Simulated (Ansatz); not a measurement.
Two structures, one formula

The two ends of one reaction step of GeH6OF2, closed shell (PBE0-D4/def2-TZVP).

A:

Ge1  (-1.090, -1.098, -0.254)
O2  (0.153, 1.633, -0.505)
H3  (-0.548, -0.824, -1.651)
H4  (-1.643, -2.523, -0.102)
H5  (-2.042, -0.052, 0.318)
H6  (1.634, -0.252, 0.839)
F7  (0.316, -1.153, 0.835)
H8  (1.059, 1.485, -0.199)
F9  (2.319, 0.387, 0.731)
H10  (-0.158, 2.396, -0.013)
(Å)

B:

Ge1  (-1.267, -0.341, -0.432)
O2  (-0.281, 1.137, -0.020)
H3  (-0.628, -1.032, -1.638)
H4  (-1.246, -1.154, 0.855)
H5  (-2.666, 0.199, -0.773)
H6  (1.878, -0.782, 0.651)
F7  (1.606, -1.603, 0.275)
H8  (1.025, 0.998, 0.681)
F9  (1.873, 0.767, 1.104)
H10  (-0.294, 1.811, -0.702)
(Å)

Ansatz 0.2.0; basis: def2-TZVPP; cores frozen in the correlated methods. Filled d shells of the heavier atoms are correlated. The def2 sets are not built for correlating such inner shells, so the correlated values are less sure here. B3LYP uses VWN-RPA correlation.

Q: Which structure is lower at CCSD(T), and by how much? (To be estimated.)

A: The calculation gives: A, by 2.68 kcal/mol (electronic energy, against the other). By their contacts, A is a complex of GeH₃F ([F][GeH3]) + H₂O + HF and B is a complex of GeH₄O ([OH][GeH3]) + HF + HF.

Q: Do the other methods give the same order? (A judgement: the text doesn't fix the answer.)

A: Computed: Not all: SPW92 gives the other order.

```json
{"method": "SPW92", "E(B) − E(A) (kcal/mol)": "-1.50"}
{"method": "PBE-D4", "E(B) − E(A) (kcal/mol)": "1.72"}
{"method": "BLYP-D4", "E(B) − E(A) (kcal/mol)": "2.96"}
{"method": "r2SCAN-D4", "E(B) − E(A) (kcal/mol)": "2.75"}
{"method": "B97M-V", "E(B) − E(A) (kcal/mol)": "5.17"}
{"method": "PBE0-D4", "E(B) − E(A) (kcal/mol)": "2.10"}
{"method": "B3LYP-D4", "E(B) − E(A) (kcal/mol)": "3.10"}
{"method": "r2SCAN0-D4", "E(B) − E(A) (kcal/mol)": "2.77"}
{"method": "BHLYP-D4", "E(B) − E(A) (kcal/mol)": "3.95"}
{"method": "CAM-B3LYP-D4", "E(B) − E(A) (kcal/mol)": "2.93"}
{"method": "wB97X-V", "E(B) − E(A) (kcal/mol)": "3.44"}
{"method": "wB97M-V", "E(B) − E(A) (kcal/mol)": "3.66"}
{"method": "B2PLYP", "E(B) − E(A) (kcal/mol)": "3.06"}
{"method": "PBE-QIDH", "E(B) − E(A) (kcal/mol)": "2.22"}
{"method": "RPA on PBE", "E(B) − E(A) (kcal/mol)": "2.92"}
{"method": "HF", "E(B) − E(A) (kcal/mol)": "6.82"}
{"method": "MP2", "E(B) − E(A) (kcal/mol)": "1.96"}
{"method": "CCSD", "E(B) − E(A) (kcal/mol)": "3.24"}
{"method": "CCSD(T)", "E(B) − E(A) (kcal/mol)": "2.68"}
```

No T1 diagnostic of these runs exceeds 0.011.

Labels in which every atom is bracketed show which atoms are joined, not bond orders.

For scale, one of the runs: CCSD(T)/def2-TZVPP, 225 basis functions, launched by `ansatz run in.yaml --threads 8 --pin off --events-out ev --progress --plain --max-ram 19148MiB`. The run took 53 s on 8 CPU threads of an Intel Xeon Platinum 8259CL (shared host), with 4.1 GiB of host memory at its peak.
